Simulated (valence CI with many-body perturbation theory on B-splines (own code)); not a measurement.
## Which ion has this spectrum?

A relativistic CI+MBPT calculation for an atom or ion with 15 electrons gives these levels (cm⁻¹):

```tsv
J	Parity	E	g
3/2	odd	0	1.44
3/2	odd	348260	1.41
5/2	odd	405735	1.20
1/2	odd	476786	0.66
3/2	odd	831065	1.27
5/2	even	1059472	1.50
3/2	even	1064746	0.84
1/2	even	1225494	2.29
5/2	even	1240718	1.19
3/2	even	1243231	1.15
3/2	even	1418088	0.98
5/2	even	1419871	0.98
1/2	even	1427317	0.29
3/2	even	1435347	1.40
```

The energies are calculated, and their last digits are not significant.

Problem. Which is it?
A. Pd31+
B. In34+
C. Cd33+
D. Sb36+

Solution. B. In34+, ground level (3s^2 3p1/2^2 3p3/2) J=3/2.
